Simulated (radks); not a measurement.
The numbers below are computed, except where a source is named.
Correlation energies from several functionals, in hartree. Species: Cl2+ [Ne] 3s2 3p3; S12+ [He] 2s2; Kr3+ [Ar] 3d10 4s2 4p3; S+ [Ne] 3s2 3p3. Level of theory: non-relativistic Kohn-Sham, exchange-only B88, spin-polarised, spherical densities, point nucleus (a radial shooting solver on a logarithmic mesh with Libxc functionals). Every spin shell is full or empty, so the densities are truly spherical. Functionals are evaluated on that one density, not self-consistently.

[
 {"functional": "PW92", "Cl2+": "-1.1949", "S12+": "-0.38815", "Kr3+": "-3.0849", "S+": "-1.1561"},
 {"functional": "VWN5", "Cl2+": "-1.2011", "S12+": "-0.38994", "Kr3+": "-3.0996", "S+": "-1.1622"},
 {"functional": "PZ", "Cl2+": "-1.1888", "S12+": "-0.38778", "Kr3+": "-3.0789", "S+": "-1.1507"},
 {"functional": "Wigner", "Cl2+": "-0.70530", "S12+": "-0.21630", "Kr3+": "-1.6967", "S+": "-0.69791"},
 {"functional": "Chachiyo", "Cl2+": "-1.1709", "S12+": "-0.38291", "Kr3+": "-3.0394", "S+": "-1.1328"},
 {"functional": "PBEsol", "Cl2+": "-0.65032", "S12+": "-0.13533", "Kr3+": "-1.8645", "S+": "-0.63461"},
 {"functional": "PW91", "Cl2+": "-0.61166", "S12+": "-0.13346", "Kr3+": "-1.7736", "S+": "-0.59523"},
 {"functional": "AM05", "Cl2+": "-1.0832", "S12+": "-0.34073", "Kr3+": "-2.8533", "S+": "-1.0473"},
 {"functional": "TPSS", "Cl2+": "-0.55929", "S12+": "-0.11017", "Kr3+": "-1.6311", "S+": "-0.54599"},
 {"functional": "SCAN", "Cl2+": "-0.55262", "S12+": "-0.11360", "Kr3+": "-1.6330", "S+": "-0.53917"},
 {"functional": "r2SCAN", "Cl2+": "-0.55798", "S12+": "-0.11403", "Kr3+": "-1.6465", "S+": "-0.54425"},
 {"functional": "B95", "Cl2+": "-0.65438", "S12+": "-0.16863", "Kr3+": "-1.9788", "S+": "-0.62903"},
 {"functional": "Tao-Mo", "Cl2+": "-0.50713", "S12+": "-0.086450", "Kr3+": "-1.5569", "S+": "-0.49397"}
]
